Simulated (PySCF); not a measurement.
Level sweep

BrGeH4N.
SMILES: `[Br][GeH2][NH2]`

PySCF, dipoles from the SCF density, polarisabilities from static response with core orbitals frozen. One conformer (not necessarily the lowest) at the PBE0-D3(BJ)/def2-SVP geometry, without solvent, vibrations or thermal averaging. Relativistic effects, spin–orbit coupling among them, are left out although an element past zinc is present.

The anisotropy is √(½[(α1 − α2)² + (α2 − α3)² + (α3 − α1)²]).

```csv
level,μ (D),α (au),anisotropy (au)
LDA/def2-SVPD,1.769,66.37,22.81
PBE/def2-SVPD,1.745,65.66,22.56
B3LYP/def2-SVPD,1.700,63.61,21.11
PBE0/def2-SVPD,1.733,62.68,20.55
BHandHLYP/def2-SVPD,1.693,60.73,19.16
CAM-B3LYP/def2-SVPD,1.692,62.32,20.10
wB97X-D/def2-SVPD,1.728,62.16,20.00
LC-wPBE/def2-SVPD,1.714,60.57,19.18
HF/def2-SVPD,1.726,57.80,16.78
PBE0/6-31G*,1.967,48.04,21.59
PBE0/def2-SVP,1.816,48.66,18.44
PBE0/aug-cc-pVDZ,1.744,62.76,22.30
PBE0/def2-TZVP,1.723,57.41,21.52
PBE0/def2-TZVPD,1.707,63.50,21.31
PBE0/aug-cc-pVTZ,1.695,63.76,21.69
```

The dipole runs from 1.69 D (CAM-B3LYP/def2-SVPD) to 1.97 D (PBE0/6-31G*). No reference polarisability is at hand; against PBE0 in the largest diffuse basis at hand (aug-cc-pVTZ) the other PBE0 rows deviate by 6-31G* -25%, def2-SVP -24%, def2-SVPD -2%, aug-cc-pVDZ -2%, def2-TZVP -10%, def2-TZVPD 0%. In one basis (def2-SVPD) the functionals order the polarisability from HF (lowest) to LDA (highest), a spread of 15%. With PBE0 the polarisability is 51.37 au without diffuse functions (mean of 6-31G*, def2-SVP and def2-TZVP) and 63.18 au with them (mean of def2-SVPD, aug-cc-pVDZ, def2-TZVPD and aug-cc-pVTZ).

Without π bonds the low states are Rydberg-like; a valence basis with one diffuse set may place them up to an eV too high.
